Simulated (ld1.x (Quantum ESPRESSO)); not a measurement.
Which change was made? (C, RRKJ)

```
Element                 : carbon (C)
Generator               : ld1.x (Quantum ESPRESSO) 7.5
Type                    : norm-conserving RRKJ (Kleinman–Bylander form)
Functional              : revPBE
Relativity              : scalar-relativistic
Frozen core             : [He]
Valence charge          : 4
Reference configuration : 2s2 2p2
Partial waves           : 2s (bound): rc 1.15 bohr; 2p (bound): rc 3.25 bohr
Local potential         : the p channel
Core correction         : Bessel-smoothed model core, default radius (core density twice the valence density)
```

Cutoffs, loose and tight: the cutoffs (Ry, on a coarse ladder) from which the occupation-weighted sum of valence levels, in a spherical-Bessel basis at the reference potential, stays within 10 and 1 mRy of its value at 400 Ry. They do not see the model core or the augmentation charge, which bear on the density cutoff. Test errors are all-electron minus pseudo excitation energies from the reference, over the configurations 2s2 2p1; 2s2 2p0; 2s1 2p0; 2s2 2p2.3; 2s2 2p1.5; 2s1 2p2; 2s1 2p3; variants that change the core or the reference have their own tests.

The base gives: outcome: generated; cutoff, loose: 50 Ry; cutoff, tight: 70 Ry; bound ghosts: none; largest test error (meV): +2757.

(1) After one change the result is: outcome: generated; cutoff, loose: 45 Ry; cutoff, tight: 70 Ry; bound ghosts: none; largest test error (meV): +1852. Which change was it?
A. all radii but the core radius scaled by about 1.37 (s 1.58, p 4.44 bohr)
B. all radii but the core radius scaled by about 0.88 (s 1.02, p 2.86 bohr)
C. all radii but the core radius scaled by about 0.75 (s 0.86, p 2.44 bohr)

## Answers

(1) B. The others give: all radii but the core radius scaled by about 0.75 (s 0.86, p 2.44 bohr) → outcome: generated; cutoff, loose: 70 Ry; cutoff, tight: 110 Ry; bound ghosts: none; largest test error (meV): +1005 | all radii but the core radius scaled by about 1.37 (s 1.58, p 4.44 bohr) → outcome: generated; cutoff, loose: 30 Ry; cutoff, tight: 40 Ry; bound ghosts: none; largest test error (meV): +6030.
